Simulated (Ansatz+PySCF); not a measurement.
The numbers below are computed, except where a source is named.
## PySCF 2.14.0 run

```python
from pyscf import gto, scf, mp

mol = gto.M(atom="""
Ge 0.000000 0.000000 0.000000
H 0.887480 0.887480 0.887480
H 0.887480 -0.887480 -0.887480
H -0.887480 0.887480 -0.887480
H -0.887480 -0.887480 0.887480
""", basis='def2-svp', charge=0, spin=0)
mf = scf.UHF(mol)
mf.kernel()
pt = mp.MP2(mf, frozen=9).run()
print(mf.e_tot, pt.e_corr, pt.e_tot)
```

The script is written out from the run's settings.

Results

```
Converged          : yes
Reference energy   : -2077.41374 hartree
Correlation energy : -0.24889 hartree
Total energy       : -2077.66264 hartree
```
